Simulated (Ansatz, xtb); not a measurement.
System: C3H6S (charge 0, singlet). SMILES: C1CSC1
Structure (B3LYP-D3(BJ)/def2-TZVP (Ansatz, a first-principles code) minimum search):
```
C
H 1 1.0897
H 1 1.0913 2 108.40
C 1 1.5398 2 110.51 3 127.23
H 4 1.0876 1 116.43 2 -20.36
H 4 1.0895 5 109.53 1 130.61
C 1 1.5398 2 110.51 3 -127.23
H 7 1.0876 1 116.43 2 20.36
H 7 1.0895 8 109.53 1 -130.61
S 4 1.8489 5 114.13 6 125.09
```

Harmonic wavenumbers from GFN2-xTB (xtb, at its own minimum), cm⁻¹: 75, 547, 729, 756, 808, 826, 947, 1004, 1022, 1061, 1166, 1175, 1197, 1202, 1279, 1450, 1451, 1485, 2987, 2998, 3004, 3010, 3018, 3020.

Task: Give the harmonic wavenumbers at B3LYP-D3(BJ)/def2-TZVP (Ansatz, finite differences of forces, unscaled).

Result: 143, 533, 674, 705, 829, 852, 944, 983, 988, 1035, 1193, 1206, 1254, 1259, 1315, 1487, 1487, 1511, 3050, 3064, 3064, 3094, 3120, 3126 cm⁻¹. Zero-point energy 52.8 kcal/mol.

Task: From these and the geometry, give the ideal-gas thermochemistry at 298.15 K and 1 atm (rigid rotor, harmonic oscillator).

Result: Point group Cs, rotational symmetry number 1. Rotational constants 10.11, 6.634, 4.402 GHz. S(trans) 38.83, S(rot) 24.50, S(vib) 4.94, S(elec, spin only) 0.00, S 68.3 cal/(mol K). H(298) - H(0) 3.29 kcal/mol; G - E(el) 35.7 kcal/mol. Tabulated S at 1 bar: 68.1 cal/(mol K) (CRC Handbook, as tabulated in the package chemicals); it can hold hindered rotation or other conformers, which this model lacks.
